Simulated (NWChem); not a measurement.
Atomisation of thionyl fluoride (F₂OS)

SMILES: FS(F)=O
```xyz
4

O     -1.3917    -0.3297     0.0000
S     -0.1604     0.4112     0.0000
F      0.7611    -0.2190     1.1690
F      0.7611    -0.2190    -1.1690
```
Charge 0, spin multiplicity 1.

Everything below was run with NWChem. Structure: optimised with PBE0/def2-SVP, a minimum by its harmonic frequencies.

Basis set: def2-TZVP. The atomisation energy is electronic alone: no zero-point, thermal, spin-orbit or counterpoise terms. No value is extrapolated to the basis-set limit. Free atoms are single determinants with multiplicities O 3, S 3, F 2. Correlated methods freeze the same cores in atoms and molecule, 8 orbitals in all.

| method | atomisation energy (kcal/mol) | relative cost |
|---|---|---|
| B3LYP | 299.2 | under 3 |
| LDA (SVWN5) | 404.7 | 1 |
| HF | 143.1 | under 3 |
| PBE | 333.2 | under 3 |
| PBE0 | 302.3 | under 3 |
| TPSS | 310.8 | under 3 |
| r2SCAN | 312.8 | under 3 |
| MP2 | 314.9 | under 3 |
| M06-2X | 302.2 | under 3 |

The values span 261.6 kcal/mol, from HF (lowest) to LDA (SVWN5) (highest). Relative cost: rough, from shared machines, SCF included, LDA (SVWN5) = 1. Costs are the molecule's.

B3LYP has NWChem's definition, with VWN1-RPA local correlation. The stability of the SCF solutions was not checked. Open-shell Hartree-Fock references start from PBE0 orbitals; any time given for them includes that run.
